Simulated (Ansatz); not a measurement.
Ansatz (a quantum-chemistry and plane-wave program) input (HF/6-31G* with LANL2DZ past Ar): The .json file joins the Basis Set Exchange's 6-31G* for atoms up to Ar and LANL2DZ past it.

Ansatz 0.2 input:
```yaml
crystal:
  periodic: [false, false, false]
  atoms:
    - {symbol: Sn, position_ang: [0.00000000, 0.00000000, 0.00000000]}
    - {symbol: O, position_ang: [-0.00000000, -0.00000000, -1.73286138]}
    - {symbol: O, position_ang: [0.00000000, 0.00000000, 1.73286138]}
basis:
  gaussian:
    orbitals: 6-31Gs+LANL2DZ.json
hamiltonian:
  xc: {name: HF}
phonons: {temperatures: {t_min: 298.15, t_max: 298.15, t_step: 100}}
```

Output:

```
Functional definition: HF
integrals: 0.00 GiB planned
401 factors; integrals over basis functions are off by at most 1.7e-4 eV
mean field: 0.06 GiB planned
mean field evaluation 1: about -4152.1799 eV, gradient 5.8e1 eV
mean field evaluation 2: about -4152.1796 eV, gradient 5.8e1 eV
mean field evaluation 4: about -4158.8233 eV, gradient 1.5e0 eV
mean field evaluation 8: about -4158.8343 eV, gradient 2.7e-4 eV
mean field -4158.83432050 eV, -152.8343423192 hartree, gradient 1.2e-5 eV, S^2 0.000000; 0 other end points of the search recorded, 0 dependent functions left out
the calculation of the forces begins
reference -4158.83432050 eV, -152.8343423192 hartree; 10, 10 occupied and 28, 28 virtual orbitals, 401 factors
these checks for a lower state are left out or cut short: stability, starts, cluster_reference, orbital_swaps, neighbouring_geometries, increment
integrals: 0.00 GiB planned
401 factors; integrals over basis functions are off by at most 1.7e-4 eV
mean field: 0.06 GiB planned
mean field evaluation 16: about -4158.8343 eV, gradient 1.1e-4 eV
mean field -4158.83431400 eV, -152.8343420805 hartree, gradient 1.3e-6 eV, S^2 0.000000; 0 other end points of the search recorded, 0 dependent functions left out
the calculation of the forces begins
reference -4158.83431400 eV, -152.8343420805 hartree; 10, 10 occupied and 28, 28 virtual orbitals, 401 factors
these checks for a lower state are left out or cut short: stability, starts, cluster_reference, orbital_swaps, neighbouring_geometries, increment
integrals: 0.00 GiB planned
401 factors; integrals over basis functions are off by at most 1.7e-4 eV
mean field: 0.06 GiB planned
mean field -4158.83431400 eV, -152.8343420805 hartree, gradient 1.3e-6 eV, S^2 0.000000; 0 other end points of the search recorded, 0 dependent functions left out
the calculation of the forces begins
reference -4158.83431400 eV, -152.8343420805 hartree; 10, 10 occupied and 28, 28 virtual orbitals, 401 factors
these checks for a lower state are left out or cut short: stability, starts, cluster_reference, orbital_swaps, neighbouring_geometries, increment
integrals: 0.00 GiB planned
401 factors; integrals over basis functions are off by at most 1.7e-4 eV
mean field: 0.06 GiB planned
mean field evaluation 32: about -4158.8343 eV, gradient 1.3e-6 eV
mean field -4158.83431400 eV, -152.8343420805 hartree, gradient 1.3e-6 eV, S^2 0.000000; 0 other end points of the search recorded, 0 dependent functions left out
the calculation of the forces begins
reference -4158.83431400 eV, -152.8343420805 hartree; 10, 10 occupied and 28, 28 virtual orbitals, 401 factors
these checks for a lower state are left out or cut short: stability, starts, cluster_reference, orbital_swaps, neighbouring_geometries, increment
integrals: 0.00 GiB planned
401 factors; integrals over basis functions are off by at most 1.7e-4 eV
mean field: 0.06 GiB planned
mean field -4158.83431400 eV, -152.8343420805 hartree, gradient 1.3e-6 eV, S^2 0.000000; 0 other end points of the search recorded, 0 dependent functions left out
the calculation of the forces begins
reference -4158.83431400 eV, -152.8343420805 hartree; 10, 10 occupied and 28, 28 virtual orbitals, 401 factors
these checks for a lower state are left out or cut short: stability, starts, cluster_reference, orbital_swaps, neighbouring_geometries, increment
integrals: 0.00 GiB planned
401 factors; integrals over basis functions are off by at most 1.8e-4 eV
mean field: 0.06 GiB planned
mean field -4158.83409714 eV, -152.8343341110 hartree, gradient 2.9e-6 eV, S^2 0.000000; 0 other end points of the search recorded, 0 dependent functions left out
the calculation of the forces begins
reference -4158.83409714 eV, -152.8343341110 hartree; 10, 10 occupied and 28, 28 virtual orbitals, 401 factors
these checks for a lower state are left out or cut short: stability, starts, cluster_reference, orbital_swaps, neighbouring_geometries, increment
integrals: 0.00 GiB planned
401 factors; integrals over basis functions are off by at most 1.8e-4 eV
mean field: 0.06 GiB planned
mean field -4158.83409714 eV, -152.8343341110 hartree, gradient 2.9e-6 eV, S^2 0.000000; 0 other end points of the search recorded, 0 dependent functions left out
the calculation of the forces begins
reference -4158.83409714 eV, -152.8343341110 hartree; 10, 10 occupied and 28, 28 virtual orbitals, 401 factors
these checks for a lower state are left out or cut short: stability, starts, cluster_reference, orbital_swaps, neighbouring_geometries, increment
integrals: 0.00 GiB planned
401 factors; integrals over basis functions are off by at most 1.7e-4 eV
mean field: 0.06 GiB planned
mean field -4158.83431887 eV, -152.8343422594 hartree, gradient 1.8e-6 eV, S^2 0.000000; 0 other end points of the search recorded, 0 dependent functions left out
the calculation of the forces begins
reference -4158.83431887 eV, -152.8343422594 hartree; 10, 10 occupied and 28, 28 virtual orbitals, 401 factors
these checks for a lower state are left out or cut short: stability, starts, cluster_reference, orbital_swaps, neighbouring_geometries, increment
integrals: 0.00 GiB planned
401 factors; integrals over basis functions are off by at most 1.7e-4 eV
mean field: 0.06 GiB planned
mean field evaluation 64: about -4158.8331 eV, gradient 1.0e-1 eV
mean field -4158.83431887 eV, -152.8343422594 hartree, gradient 1.8e-6 eV, S^2 0.000000; 0 other end points of the search recorded, 0 dependent functions left out
the calculation of the forces begins
reference -4158.83431887 eV, -152.8343422594 hartree; 10, 10 occupied and 28, 28 virtual orbitals, 401 factors
these checks for a lower state are left out or cut short: stability, starts, cluster_reference, orbital_swaps, neighbouring_geometries, increment
integrals: 0.00 GiB planned
401 factors; integrals over basis functions are off by at most 1.7e-4 eV
mean field: 0.06 GiB planned
mean field -4158.83431887 eV, -152.8343422594 hartree, gradient 1.8e-6 eV, S^2 0.000000; 0 other end points of the search recorded, 0 dependent functions left out
the calculation of the forces begins
reference -4158.83431887 eV, -152.8343422594 hartree; 10, 10 occupied and 28, 28 virtual orbitals, 401 factors
these checks for a lower state are left out or cut short: stability, starts, cluster_reference, orbital_swaps, neighbouring_geometries, increment
integrals: 0.00 GiB planned
401 factors; integrals over basis functions are off by at most 1.7e-4 eV
mean field: 0.06 GiB planned
mean field -4158.83431887 eV, -152.8343422594 hartree, gradient 1.8e-6 eV, S^2 0.000000; 0 other end points of the search recorded, 0 dependent functions left out
the calculation of the forces begins
reference -4158.83431887 eV, -152.8343422594 hartree; 10, 10 occupied and 28, 28 virtual orbitals, 401 factors
these checks for a lower state are left out or cut short: stability, starts, cluster_reference, orbital_swaps, neighbouring_geometries, increment
integrals: 0.00 GiB planned
401 factors; integrals over basis functions are off by at most 1.8e-4 eV
mean field: 0.06 GiB planned
mean field -4158.83420899 eV, -152.8343382213 hartree, gradient 2.9e-6 eV, S^2 0.000000; 0 other end points of the search recorded, 0 dependent functions left out
the calculation of the forces begins
reference -4158.83420899 eV, -152.8343382213 hartree; 10, 10 occupied and 28, 28 virtual orbitals, 401 factors
these checks for a lower state are left out or cut short: stability, starts, cluster_reference, orbital_swaps, neighbouring_geometries, increment
integrals: 0.00 GiB planned
401 factors; integrals over basis functions are off by at most 1.7e-4 eV
mean field: 0.06 GiB planned
mean field evaluation 96: about -4158.8342 eV, gradient 1.7e-6 eV
mean field -4158.83419643 eV, -152.8343377597 hartree, gradient 2.9e-6 eV, S^2 0.000000; 0 other end points of the search recorded, 0 dependent functions left out
the calculation of the forces begins
reference -4158.83419643 eV, -152.8343377597 hartree; 10, 10 occupied and 28, 28 virtual orbitals, 401 factors
Total energy: -4158.83432050 eV, -152.8343423192 hartree
Atom 0 at     0.000000     0.000000     0.000000 Å, force    -0.000000    -0.000000     0.000000 eV/Å
Atom 1 at    -0.000000    -0.000000    -1.732861 Å, force     0.000000     0.000000     0.002771 eV/Å
Atom 2 at     0.000000     0.000000     1.732861 Å, force     0.000000     0.000000    -0.002771 eV/Å
Dipole moment:     0.000000    -0.000000     0.000000 e Å
Vibrations: 149.73 149.73 820.91 878.15 cm⁻¹, zero-point energy 0.123893 eV
```

The blocks after the first are displaced geometries, from whose forces the wavenumbers follow.
